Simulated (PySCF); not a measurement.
- coordinates at the GFN2-xTB level
- shieldings: GIAO PBE0/pcSseg-1
- code: PySCF 2.14
- non-relativistic, equivalent nuclei averaged, one conformer, no solvent

Shifts are taken against calculated references (same method and geometry level): TMS for ¹H (31.72 ppm), ¹³C (186.93 ppm). Shifts are as computed. Against solution values, carbons near 30 ppm lie about +3 ppm off and those near 130 ppm about +5 ppm. Of 1211 compounds with measured shifts, 218 miss one by over three times the rms of a fit or turn the order of signals round; such compounds aren't used in these exercises.

(1) Order these molecules by the shift of their most shielded carbon-bound hydrogen, lowest δ first.
A. C[Si](C)(C)n1cccn1
B. CP(C)C#P
C. O=C1CC=C([SiH2][SiH3])C1

(2) Order these molecules by the shift of their most deshielded carbon, lowest δ first.
A. O=C1CC=C([SiH2][SiH3])C1
B. CP(C)C#P
C. C/C=C(/OC)C(C)(C)[SiH3]
D. C[Si](C)(C)n1cccn1

(3) How many ¹³C and ¹H signals does each give (equivalence by symmetry and fast rotation, but not about amide C–N or C=N bonds)? `O=C1CC=C([SiH2][SiH3])C1`, `C/C=C(/OC)C(C)(C)[SiH3]`, `CP(C)C#P`, `C[Si](C)(C)n1cccn1`

Answers

(1) A (0.42 ppm, hydrogen on a methyl carbon bonded to Si), B (1.38 ppm, hydrogen on a methyl carbon bonded to P), C (2.91 ppm, hydrogen on an sp3 CH2 α to a carbonyl).

(2) D (145.7 ppm, aromatic CH next to a ring nitrogen), C (169.5 ppm, alkene carbon bearing oxygen), B (203.1 ppm, carbon bonded to 2 P), A (221.3 ppm, ketone carbonyl carbon).

(3) O=C1CC=C([SiH2][SiH3])C1: 5 C, 5 H; C/C=C(/OC)C(C)(C)[SiH3]: 6 C, 5 H; CP(C)C#P: 2 C, 1 H; C[Si](C)(C)n1cccn1: 4 C, 4 H.
